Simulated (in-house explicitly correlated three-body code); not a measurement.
Computed with an exponentially correlated three-body code. Model: two electrons around a point charge, non-relativistic, variational in 260 exponentially correlated functions (energies converged to about 1e-7 hartree, or 1e-8 relative for large Z).

For two electrons in a singlet the Kohn-Sham orbital is the square root of half the density, so the exact Kohn-Sham potential and energy parts follow from the density alone, and exchange is minus half the Hartree energy. The Kohn-Sham level equals minus the binding energy of the second electron.

Command:
```bash
python run_hyl.py task.json out
```
Settings (lengths in bohr, energies in hartree):
```
Z                      1.07
interaction_strength   1
functions              260
states_tried           13
```

Cost of the run: 38 s on 1 thread of Arm Neoverse V1 (shared host).

**Those bound S and P states to n = 4 that converged, binding against the one-electron ion.**

Given: nuclear charge 1.07.

Computed: one-electron threshold -0.57245 hartree.

```csv
term,energy (hartree),binding (eV),quantum defect
1 1S,-0.628528009,1.526,0.79098
3 3S,-0.572968198,0.014101,0.82562
3 1S,-0.572899765,0.012239,0.66606
```

**Converged states only, values per electron or pair.**

```json
{"term": "1 1S", "mean r (bohr)": "2.3313", "mean r squared (bohr²)": "8.3654", "mean inverse r (1/bohr)": "0.75601", "mean r12 (bohr)": "3.7492", "mean inverse r12 (1/bohr)": "0.36081", "mean cosine": "-0.10418", "mean p1 dot p2 (bohr⁻²)": "0.041963", "delta r1 (bohr⁻³)": "0.209", "delta r12 (bohr⁻³)": "0.0044133"}
{"term": "3 3S", "mean r (bohr)": "51.399", "mean r squared (bohr²)": "5949.9", "mean inverse r (1/bohr)": "0.54196", "mean r12 (bohr)": "101.41", "mean inverse r12 (1/bohr)": "0.013862", "mean cosine": "-0.00070424", "mean p1 dot p2 (bohr⁻²)": "1.4593e-05", "delta r1 (bohr⁻³)": "0.19499", "delta r12 (bohr⁻³)": "-"}
{"term": "3 1S", "mean r (bohr)": "59.161", "mean r squared (bohr²)": "7861.3", "mean inverse r (1/bohr)": "0.54091", "mean r12 (bohr)": "116.93", "mean inverse r12 (1/bohr)": "0.011756", "mean cosine": "-0.00047545", "mean p1 dot p2 (bohr⁻²)": "3.2326e-05", "delta r1 (bohr⁻³)": "0.19499", "delta r12 (bohr⁻³)": "3.3591e-06"}
```

**Exact Kohn-Sham parts of the ground state from its density.**

Computed: total energy -0.628528009 hartree; Kohn-Sham kinetic 0.59947 hartree; Hartree energy 0.86159 hartree; exchange energy -0.4308 hartree; DFT correlation energy -0.040919 hartree; potential part of the DFT correlation energy -0.069982 hartree; exact minus restricted Hartree-Fock -0.039673 hartree; restricted Hartree-Fock level -2.0209 eV; dipole polarisability 87.656 bohr³; C6 of two such species 590.86 hartree·bohr⁶.

(1) What is the Kohn-Sham level?

(2) What is the kinetic part of the DFT correlation energy?

**Density and exact potentials over r, pair density (one pair, times 4 pi r12^2) and exact minus Kohn-Sham pair density over r12.**

```csv
radius (bohr),radial density (electrons/bohr),exchange potential (hartree),intracule density (1/bohr),Coulomb hole against Kohn-Sham (1/bohr),correlation potential (hartree)
0.187,0.12361,-0.74342,0.002267,-0.005315,-0.067
0.223,0.16303,-0.73874,0.0033002,-0.007392,-0.063
0.267,0.21328,-0.73232,0.0048555,-0.01029,-0.059
0.319,0.27342,-0.72388,0.0071215,-0.01413,-0.053
0.381,?,?,?,?,?
0.456,0.4225,-0.69843,0.015366,-0.02571,-0.036
0.545,0.50486,-0.68028,0.022474,-0.03367,-0.025
0.652,0.58496,-0.6576,0.032732,-0.04294,-0.013
0.779,0.65301,-0.63024,0.047066,-0.05266,0.001
0.931,?,?,?,?,?
1.11,0.71686,-0.56109,0.092043,-0.06698,0.029
1.33,0.69859,-0.51894,0.12436,-0.06644,0.041
1.59,0.64556,-0.47396,0.16082,-0.05708,0.048
1.9,0.56472,-0.42707,0.19742,-0.03815,0.049
2.28,0.46467,-0.37856,0.22769,-0.0116,0.044
2.72,0.36349,-0.33259,0.24126,0.01448,0.035
3.25,0.26737,-0.28851,0.23211,0.03292,0.024
3.89,0.18339,-0.24737,0.19838,0.03783,0.013
4.65,0.11665,-0.21053,0.14802,0.03,0.006
5.56,0.067434,-0.17795,0.094445,0.01651,0.002
6.65,0.034675,-0.14967,0.050629,0.005218,0.001
7.95,0.015518,-0.12556,0.022568,-0.0003192,0
9.5,0.0058793,-0.1052,0.0082885,-0.00143,0
11.4,0.0017662,-0.087706,0.0023943,-0.0008731,0
```

(3) What belongs in the row 0.381?

(4) What belongs in the row 0.931?

Answers

(1) -1.526 eV.

(2) 0.029063 hartree.

(3) radial density (electrons/bohr): 0.34347; exchange potential (hartree): -0.71285; intracule density (1/bohr): 0.010443; Coulomb hole against Kohn-Sham (1/bohr): -0.01918; correlation potential (hartree): -0.045.

(4) radial density (electrons/bohr): 0.69993; exchange potential (hartree): -0.59784; intracule density (1/bohr): 0.066684; Coulomb hole against Kohn-Sham (1/bohr): -0.06146; correlation potential (hartree): 0.016.

The correlation energy of density-functional theory lies 1.2 millihartree below exact minus Hartree-Fock, because the Hartree-Fock density, unlike the exact one, minimises the Hartree-Fock energy.
